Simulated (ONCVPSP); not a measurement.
## Configuration tests for zirconium (Zr) (ONCV)

```
Element                 : Zr (Z = 40)
Generator               : ONCVPSP 4.0.1
Type                    : optimised norm-conserving Vanderbilt (ONCV)
Functional              : PBE
Relativity              : scalar-relativistic
Frozen core             : [Ar] 3d10
Valence charge          : 12
Reference configuration : 4s2 4p6 4d2 (charge +2)
Partial waves           : 4s: rc 1.95 bohr, ncon 3, nbas 6, qcut 5.6 1/bohr, 1 projector; 4p: rc 1.85 bohr, ncon 4, nbas 7, qcut 6.6 1/bohr, 1 projector; 4d: rc 3.05 bohr, ncon 4, nbas 9, qcut 5.2 1/bohr, 2 projectors, debl 3.7 Ha
Local potential         : polynomial inside 1.80 bohr (lpopt 1, dvloc0 2 Ha)
Core correction         : Teter function fitted to the true core (icmod 2), fcfact 0.55
```

Energies are relative to the spin-unpolarised reference configuration 4s2 4p6 4d2; without spin polarisation the order of configurations can differ from experiment.

Task: Give the all-electron excitation energy and the error of the potential for: 4s2 4p6 4d2 5s2; 4s2 4p6 4d2 5s1; 4s2 4p6 4d1; 4s2 4p6 4d2 5s1.5.

Result:

```
valence configuration  charge  ΔE all-electron (eV)  error AE − PS (meV)
      4s2 4p6 4d2 5s2       0               -20.078                +1407
      4s2 4p6 4d2 5s1      +1               -12.940                 +931
          4s2 4p6 4d1      +3                22.626                  +70
    4s2 4p6 4d2 5s1.5    +0.5               -17.198                +1211
```

Levels in the configuration 4s2 4p6 4d1:

```json
{"level": "4s", "all-electron (eV)": "-81.550", "pseudo (eV)": "-81.331"}
{"level": "4p", "all-electron (eV)": "-59.171", "pseudo (eV)": "-59.007"}
{"level": "4d", "all-electron (eV)": "-28.202", "pseudo (eV)": "-28.026"}
```
